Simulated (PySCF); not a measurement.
## Static response to an electric field

C₃H₁₂OSi₂.
Geometry (GFN2-xTB, Å), atoms numbered from 1 in this order:
```xyz
18
C3H12OSi2 angstrom
C      2.011   -1.311    0.365
O      0.800   -1.191   -0.314
Si    -0.347   -0.030   -0.148
C     -1.632   -0.619   -1.418
C     -1.110   -0.106    1.608
Si     0.522    2.078   -0.579
H      2.532   -2.186   -0.026
H      1.845   -1.444    1.438
H      2.633   -0.425    0.215
H     -2.491    0.044   -1.419
H     -1.985   -1.622   -1.199
H     -1.221   -0.628   -2.423
H     -1.452   -1.111    1.848
H     -1.963    0.559    1.703
H     -0.390    0.183    2.370
H      0.750    2.348   -2.003
H     -0.338    3.163   -0.094
H      1.828    2.304    0.063
```

Level: CAM-B3LYP/def2-SVPD (PySCF), static field, nuclei fixed, core orbitals frozen in the response. The polarisability tensor in these axes (au):

```
x   96.44  4.11  0.83
y    4.11 99.85 -3.27
z    0.83 -3.27 92.82
```

Task: Diagonalise the tensor; give its mean and Δα, where Δα² is half the sum of the squared differences of the eigenvalues.

Result: Principal values 90.46, 95.53 and 103.12 au; mean 96.37 au = 14.28 Å³ = 15.89 × 10⁻⁴⁰ C²·m²/J; Δα = 11.04 au (11 % of the mean).

Task: What is the dipole moment, and where does it point?

Result: (0.01, -0.24, 0.90) D, 0.93 D in size, pointing from the negative to the positive side. Measured along this direction, the outermost atoms are H16 at the negative end and H15 at the positive end.

Task: Rayleigh depolarisation ratio (linearly polarised light, static tensor)?

Result: ρ = 3Δα²/(45ᾱ² + 4Δα²) = 365.7/(417925 + 487.6) = 0.000874.

Task: Find the Langevin capture rate constant for NO+ (29.998 u) meeting this molecule (120.043 u), k = 2.342 × 10⁻⁹ cm³/s × √(α in Å³ / reduced mass in u).

Result: The reduced mass is 24.00 u, so k = 1.81 × 10⁻⁹ cm³/s. The formula leaves out the permanent dipole, which adds to the capture rate.

Task: Give the eigenvalues of the traceless quadrupole moment Θ = ½Σq(3rr − r²1), origin at the centre of nuclear charge.

Result: -4.98, -0.35, 5.33 D·Å. The values depend on the origin, since the dipole doesn't vanish. The electronic extent ⟨r²⟩ about the same centre is 1099 bohr², a root-mean-square distance of 2.16 Å for the 66 electrons.

Isolated species at its GFN2-xTB geometry (one conformer only). GFN2-xTB frequencies show an imaginary mode (25i cm⁻¹), so this geometry is no minimum at that level.

These values come from a run that also computed excited states. Time: 96 s wall (grids of density and orbitals included); peak memory 1.0 GiB. Hardware: one thread, Arm Neoverse N1 (aarch64), no GPU, shared host with 64 logical CPUs at a one-minute load of 51.
